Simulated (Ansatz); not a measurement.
Ideal-gas functions of FH5N2Si (`N[SiH](N)F`) at 500 K and 1 bar, from an Ansatz frequency run at PBE0-D4/def2-TZVP.

Molar mass 80.14 g/mol, point group C1 (symmetry number 1), electronic degeneracy 1, moments of inertia 72.216, 82.974, 134.724 u Å². Harmonic wavenumbers (cm⁻¹, unscaled): 227, 259, 285, 344, 372, 384, 417, 732, 792, 812, 850, 903, 941, 985, 1574, 1579, 2240, 3614, 3624, 3713, 3722.

Use S(trans) = R[1.5 ln M + 2.5 ln T − 1.1517]; rotational temperatures θ = 24.2544 K / I; S(rot) = R[ln(√π/σ · √(T³/θAθBθC)) + 1.5]; for each mode x = 1.438777 ν̃/T, S = R[x/(eˣ − 1) − ln(1 − e⁻ˣ)] and H = RT x/(eˣ − 1); 1 cm⁻¹ = 0.0119627 kJ/mol; R = 8.31446 J/(mol·K).

Task: By hand: the entropy, in J/(mol·K).

Result: Translation 174.3. Rotation: θ = 0.3359, 0.2923, 0.18 K, giving 111.5. Vibration, mode by mode: 12.00, 10.95, 10.19, 8.73, 8.13, 7.89, 7.28, 3.50, 3.06, 2.92, 2.68, 2.38, 2.18, 1.97, 0.50, 0.49, 0.10, 0.00, 0.00, 0.00, 0.00, in all 85.0. Electronic 0.0. Sum 370.8 J/(mol·K).

Task: By hand: H − E and G − E in kJ/mol, counted from the electronic energy.

Result: Zero-point energy ½ × 28369 × 0.0119627 = 169.7; thermal vibration 24.8; translation, rotation and pV give 4 RT = 16.6. H − E = 211.1 kJ/mol, and G − E = 211.1 − 500 × 370.8/1000 = 25.7 kJ/mol.

Vibration gives 23 % of the entropy. The sum counts one conformer and one mirror image; others add a mixing term.
